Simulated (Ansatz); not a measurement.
Ideal-gas functions of F3Ge2H3, SMILES `[F][Ge]([F])([F])[GeH3]` at 400 K and 1 bar, from an Ansatz frequency run at PBE0-D4/def2-TZVP.

Molar mass 205.24 g/mol, point group C3v (symmetry number 3), electronic degeneracy 1, moments of inertia 147.423, 449.107, 449.112 u Å². Harmonic wavenumbers (cm⁻¹, unscaled): 59, 104, 104, 209, 229, 229, 321, 488, 488, 707, 734, 734, 786, 872, 872, 2186, 2203, 2204.

Use S(trans) = R[1.5 ln M + 2.5 ln T − 1.1517]; rotational temperatures θ = 24.2544 K / I; S(rot) = R[ln(√π/σ · √(T³/θAθBθC)) + 1.5]; for each mode x = 1.438777 ν̃/T, S = R[x/(eˣ − 1) − ln(1 − e⁻ˣ)] and H = RT x/(eˣ − 1); 1 cm⁻¹ = 0.0119627 kJ/mol; R = 8.31446 J/(mol·K).

Problem. By hand: the entropy, in J/(mol·K).

Solution. Translation 181.4. Rotation: θ = 0.1645, 0.054, 0.054 K, giving 114.6. Vibration, mode by mode: 21.22, 16.54, 16.54, 10.88, 10.16, 10.16, 7.57, 4.63, 4.63, 2.49, 2.30, 2.30, 1.99, 1.55, 1.55, 0.03, 0.03, 0.03, in all 114.6. Electronic 0.0. Sum 410.6 J/(mol·K).

Problem. By hand: H − E and G − E in kJ/mol, counted from the electronic energy.

Solution. Zero-point energy ½ × 13529 × 0.0119627 = 80.9; thermal vibration 22.8; translation, rotation and pV give 4 RT = 13.3. H − E = 117.0 kJ/mol, and G − E = 117.0 − 400 × 410.6/1000 = -47.2 kJ/mol.

Vibration gives 28 % of the entropy, 54.3 J/(mol·K) of it from the modes under 150 cm⁻¹: soft modes count most, and the harmonic formula is weakest for them.
